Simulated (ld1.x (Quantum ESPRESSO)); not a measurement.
**Sb (Z = 51), TM: configuration errors across variants**

```json
{
  "Element": "antimony (Sb)",
  "Generator": "ld1.x (Quantum ESPRESSO) 7.5",
  "Type": "norm-conserving Troullier–Martins (Kleinman–Bylander form)",
  "Functional": "LDA (PZ)",
  "Relativity": "fully relativistic",
  "Frozen core": "[Kr]",
  "Valence charge": "15",
  "Reference configuration": "4d10 5s2 5p2 (charge +1)",
  "Partial waves": "5s (bound): rc 1.40 bohr; 5p (bound): rc 1.90 bohr; 4d (bound): rc 1.65 bohr",
  "Local potential": "all-electron potential smoothed inside 1.20 bohr (lloc = -1)",
  "Core correction": "Bessel-smoothed model core, default radius (core density twice the valence density)"
}
```

Open shells are filled in proportion to 2j + 1 (rel_dist='average').

All-electron excitation energies from the reference (eV): (1) 4d10 5s2 5p3 -8.538; (2) 4d10 5s2 5p1 16.275; (3) 4d10 5s2 5p0 41.087; (4) 4d10 5s2 5p3.3 -9.750; (5) 4d9 5s2 5p4 22.421; (6) 4d10 5s0 5p5 8.050; (7) 4d10 5s1 5p4 -0.357.

1 further variants failed, have other tests or too few solved ones, and are left out.

A true bound ghost makes a file unfit for plane-wave use even where its test errors are small: the radial tests pick states by their node count and pass the ghost by.

Errors AE − PS in meV (a dash: test not solved or not reliable):

```csv
change,(1),(2),(3),(4),(5),(6),(7),bound ghosts
base,-0.6,-0.6,-2.3,-0.9,-322,-42,-12,"s, p3/2, p1/2"
wave 5s (bound): rc 1.40 bohr becomes 5s (bound): rc 1.12 bohr,-2.5,-4.2,-21,-3.7,-334,-455,-125,"s, p3/2, p1/2"
wave 5s (bound): rc 1.40 bohr becomes 5s (bound): rc 1.36 bohr,-0.7,-1.0,-4.4,-1.1,-328,-61,-17,"s, p3/2, p1/2"
wave 5s (bound): rc 1.40 bohr becomes 5s (bound): rc 1.56 bohr,-0.1,+0.5,+4.0,-0.3,-309,-13,-3.5,"s, p3/2, p1/2"
wave 5s (bound): rc 1.40 bohr becomes 5s (bound): rc 1.68 bohr,0.0,+0.8,+5.6,-0.1,-311,-8.9,-2.4,"s, p3/2, p1/2"
wave 5s (bound): rc 1.40 bohr becomes 5s (bound): rc 2.02 bohr,0.0,+0.8,+5.8,-0.1,-314,-7.3,-2.0,"s, p3/2, p1/2"
```

(1) Give the same row for: wave 5s (bound): rc 1.40 bohr becomes 5s (bound): rc 1.84 bohr.

Answers

(1) 0.0, +0.8, +5.8, -0.1, -314, -7.0, -1.9; bound ghosts: s, p3/2, p1/2.
